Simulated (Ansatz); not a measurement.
Geometry optimisation, Ansatz, RKS B3LYP-D4/def2-SVP.

Input file:

```yaml
crystal:
  periodic: [false, false, false]
  atoms:
    - { symbol: "N", position_ang: [-1.0665, 1.7095, 0.9946] }
    - { symbol: C, position_ang: [-1.4594, 0.8577, -0.1016] }
    - { symbol: O, position_ang: [-0.3081, 0.3358, -0.6943] }
    - { symbol: C, position_ang: [0.353, -0.7419, 0.0772] }
    - { symbol: Si, position_ang: [-0.40245, -1.28967, 1.64634] }
    - { symbol: H, position_ang: [-0.4199, 2.4213, 0.621] }
    - { symbol: H, position_ang: [-1.9055, 2.3124, 1.226] }
    - { symbol: H, position_ang: [-2.087, 0.0783, 0.2278] }
    - { symbol: H, position_ang: [-1.9721, 1.4407, -0.8397] }
    - { symbol: H, position_ang: [1.39889, -0.30664, 0.29455] }
    - { symbol: H, position_ang: [0.57884, -1.57957, -0.60895] }
    - { symbol: H, position_ang: [-1.73035, -1.95164, 1.36148] }
    - { symbol: H, position_ang: [0.47245, -2.2773, 2.24585] }
    - { symbol: H, position_ang: [-0.56235, -0.18145, 2.571] }
basis:
  gaussian: { orbitals: def2-SVP }
hamiltonian:
  xc: b3lyp
  dispersion: d4
relax:
  f_tol: 0.015
  max_steps: 40
output:
  orbitals: {}
```

Launched with:

```bash
$ ansatz run input.yaml --threads 2 --pin off --max-ram 3072MiB --backend cpu --events-out ev --progress --plain --runs-dir out
```

Task: Where does it end, and by what steps?

Result: The forces met the threshold. After 21 steps the energy has fallen by 0.669 eV; H14 moved furthest, 1.50 Å.

| step | energy less start (eV) | largest force component (eV/Å) | accepted |
| --- | --- | --- | --- |
| 0 | 0.0000 | 2.305 | yes |
| 1 | -0.4116 | 1.150 | yes |
| 2 | -0.3182 | 1.572 | no |
| 3 | -0.5154 | 0.207 | yes |
| 4 | -0.5464 | 0.198 | yes |
| 5 | -0.5749 | 0.162 | yes |
| 6 | -0.5944 | 0.443 | yes |
| 7 | -0.6119 | 0.398 | yes |
| 8 | -0.6211 | 0.293 | yes |
| 9 | -0.6342 | 0.200 | yes |
| 10 | -0.6383 | 0.110 | yes |
| 11 | -0.6417 | 0.092 | yes |
| 12 | -0.6450 | 0.062 | yes |
| 13 | -0.6491 | 0.117 | yes |
| 14 | -0.6521 | 0.138 | yes |
| 15 | -0.6563 | 0.162 | yes |
| 16 | -0.6606 | 0.208 | yes |
| 17 | -0.6636 | 0.204 | yes |
| 18 | -0.6661 | 0.169 | yes |
| 19 | -0.6681 | 0.108 | yes |
| 20 | -0.6687 | 0.030 | yes |
| 21 | -0.6688 | 0.014 | yes |

```xyz
14
Properties=species:S:1:pos:R:3
N -0.578 2.203 0.263
C -1.489 1.093 0.122
O -0.863 -0.035 -0.439
C 0.185 -0.591 0.352
Si -0.476 -1.906 1.564
H -0.446 2.708 -0.612
H -0.879 2.862 0.977
H -1.896 0.867 1.129
H -2.347 1.283 -0.550
H 0.743 0.208 0.872
H 0.898 -1.070 -0.341
H -1.077 -3.045 0.813
H 0.638 -2.423 2.417
H -1.524 -1.326 2.455
```

Whether the end is a true minimum wasn't checked by a vibrational analysis.

Run time: 81 s on 2 threads of Arm Neoverse V1, on a shared host, peak memory 0.28 GiB.
